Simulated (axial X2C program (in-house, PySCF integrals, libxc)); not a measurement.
**Nuclear properties of NTiO**

Calculated with an in-house all-electron X2C program for linear molecules (integrals from PySCF): two-component X2C with atomic mean-field Coulomb and Gaunt terms, Gaussian nuclei, basis N dyall-av3z, Ti dyall-v3z, O dyall-av3z with contracted cores.

N–Ti–O held linear, with bonds 1.679 and 1.692 Å (near the PBE0 minimum at charge 0 of the determinant lowest at the starting distance; the state shown can have its own minimum elsewhere, held linear; other orders of the atoms were not compared).

Input and command:
```json
{"zs": [7, 22, 8], "q": 0, "bas": ["dyall-av3z", "dyall-v3z", "dyall-av3z"], "r0": [1.77, 1.74], "symm": 0, "scan": ["PBE0", "HF", "PBE"], "levels": ["PBE0", "HF", "TPSSh"], "nst": 2}
```
```bash
python solin.py task.json out
```

Keys: zs atomic numbers; q charge; bas basis sets; r0 starting distance in Å; symm equal bonds; scan levels of the two-bond scan; levels methods; nst determinants followed.

Determinant lowest in the PBE0 search, Ω = 1/2 (⟨Sz⟩ = 0.50, ⟨Lz⟩ = 0.00 at PBE0), spin on the atoms N 0.45, Ti -0.11, O 0.17:

```csv
level,Eeff magnitude (GV/cm),Ws magnitude Ti (kHz),A∥/gI N (MHz),qzz N (a.u.),A∥/gI Ti (MHz),qzz Ti (a.u.),A∥/gI O (MHz),qzz O (a.u.),μ (D)
PBE0,0.0752,0.0688,226,0.49,437,-3.50,155,0.11,-0.26
HF,0.173,0.12,399,0.44,612,-3.56,178,-0.34,-1.83
TPSSh,0.0944,0.0833,220,0.45,406,-3.55,145,0.08,-0.15
```

Eeff is the effective electric field on the electron electric dipole moment in this Ω state and Ws the scalar–pseudoscalar constant of the nucleus named (defined with the proton number Z and per Ω); A∥ (defined per Ω) follows by multiplying with gI = μI/(I μN); qzz is the electric field gradient, eQq0 = 234.96 MHz × Q/barn × qzz; μ is positive if the O end (last atom) is positive. The operators were transformed with the bare-nucleus X2C matrices; with these basis sets, hyperfine constants and field gradients can be off by tens of per cent, and where levels differ in sign neither size nor sign is settled.

**Question.** With gI(14N) = 0.4038, Q(14N) = 0.02044 barn, gI(47Ti) = -0.3154, Q(47Ti) = 0.302 barn, gI(17O) = -0.7575 (g factors from the IAEA table of nuclear moments by Stone; Q from Pyykkö, Mol. Phys. 2018), turn the PBE0 values of the first state into constants in MHz.

**Answer.** A∥(14N) = 226 × 0.4038 = 91.3 MHz; eQq0(14N) = 234.96 × (0.02044) × (0.49) = 2.35 MHz; A∥(47Ti) = 437 × -0.3154 = -138 MHz; eQq0(47Ti) = 234.96 × (0.302) × (-3.50) = -248 MHz; A∥(17O) = 155 × -0.7575 = -117 MHz.

The molecule was held linear; bending was not examined, so a bent shape may lie lower.

Each state is one determinant with collinear spin. Unrestricted Hartree–Fock can overshoot spin polarisation at the nuclei. Where Eeff spreads by more than a factor of two the levels disagree and none is to be relied on. At HF a later determinant lies lower. The search compared states at one distance, so a state with another bond length can lie lower. Further determinants of the search, some of them spin-mixed, are not shown.
